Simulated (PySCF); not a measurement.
Run record: excited-state job, `[N]#[Os-]([F])([F])([F])[F]` ([OsNF4]-).

Computed with TDDFT B3LYP/def2-SVPD, vertical, gas phase, core orbitals frozen in the response, def2 core potentials past Kr (PySCF 2.14.0, density-fitted response routines). Geometry: PBE0-D3(BJ)/def2-SVP. A driver script takes a list of jobs; this job's settings line and coordinates (Å) are shown.

Input:
```
{"job": {"kind": "uv", "xc": "B3LYP", "basis": "def2-SVPD", "ip": false, "nstates": 10}, "charge": -1, "multiplicity": 1}
Os    -0.000190    -0.000972     0.127693
N      0.003363    -0.007544     1.742928
F      1.831956     0.004962    -0.470337
F     -0.003324     1.835031    -0.458541
F     -1.833890    -0.000524    -0.465195
F      0.002085    -1.830963    -0.476538
```

Problem. Estimate the output.

Solution. 
```
coarse grid: 35280 points
cycle   1  E = -544.4193394865  dE = -1.220e+01  |g| = 1.226e+00  |ddm| = 8.358e+00
cycle   2  E = -542.9841793072  dE =  1.435e+00  |g| = 3.016e+00  |ddm| = 2.748e+00
cycle   3  E = -544.6363421495  dE = -1.652e+00  |g| = 5.829e-01  |ddm| = 2.185e+00
cycle   4  E = -544.6756124396  dE = -3.927e-02  |g| = 4.073e-01  |ddm| = 6.244e-01
cycle   5  E = -544.7038051153  dE = -2.819e-02  |g| = 1.415e-01  |ddm| = 3.401e-01
cycle   6  E = -544.7077997641  dE = -3.995e-03  |g| = 1.038e-02  |ddm| = 1.066e-01
cycle   7  E = -544.7078213937  dE = -2.163e-05  |g| = 2.396e-03  |ddm| = 8.138e-03
cycle   8  E = -544.7078224121  dE = -1.018e-06  |g| = 3.980e-04  |ddm| = 1.791e-03
final grid: 73184 points
cycle   9  E = -544.7078614999  dE =  1.601e-07  |g| = 1.423e-03  |ddm| = 2.649e-03
cycle  10  E = -544.7078561419  dE =  5.358e-06  |g| = 5.464e-03  |ddm| = 4.272e-03
cycle  11  E = -544.7078618286  dE = -5.687e-06  |g| = 5.480e-04  |ddm| = 3.508e-03
cycle  12  E = -544.7078618829  dE = -5.429e-08  |g| = 4.598e-05  |ddm| = 3.773e-04
cycle  13  E = -544.7078618833  dE = -4.433e-10  |g| = 6.395e-06  |ddm| = 4.101e-05
converged SCF energy = -544.7078618833

Static polarisability (au): isotropic 51.510, principal 50.169 50.171 54.189

Singlet excitations
state   eV       nm        f      main configurations
  1   2.7143    456.8   0.00043   H->L 0.99
  2   2.7147    456.7   0.00043   H->L+1 0.99
  3   3.3142    374.1   0.00000   H->L+2 0.99
  4   4.2592    291.1   0.00000   H->L+3 0.92
  5   5.1569    240.4   0.00000   H->L+4 0.92
  6   5.6817    218.2   0.00000   H-2->L 0.48, H-1->L+1 0.48
  7   5.9361    208.9   0.00000   H-1->L+1 0.49, H-2->L 0.49
  8   6.0604    204.6   0.00000   H-1->L 0.47, H-2->L+1 0.47
  9   6.3846    194.2   0.00127   H-3->L 0.99
 10   6.3850    194.2   0.00127   H-3->L+1 0.99

Triplet excitations (Tamm-Dancoff, eV): 2.1543 2.1546 2.8102 3.5801
```

The SCF starts on a coarse grid where the log names one; the energy can jump when the final grid takes over, and dE then counts from the start density on the new grid. H and L stand for HOMO and LUMO; the number after each pair is its weight.

Problem. Give S1 in cm⁻¹ and kJ/mol.

Solution. 2.7143 eV × 8065.54 = 21892 cm⁻¹; × 96.485 = 261.9 kJ/mol.

In short: HOMO -1.99 eV, LUMO 2.40 eV; lowest singlet 2.71 eV; lowest triplet 2.15 eV (Tamm–Dancoff); mean polarisability 51.5 au.

Atoms past krypton carry effective core potentials; spin–orbit coupling is left out. The geometry's basis has no diffuse functions, a weakness for an anion.

The run took 15 s on one thread, Arm Neoverse V2 (shared host).
Labels such as C1 count atoms from 1, the log's own numbers from 0.
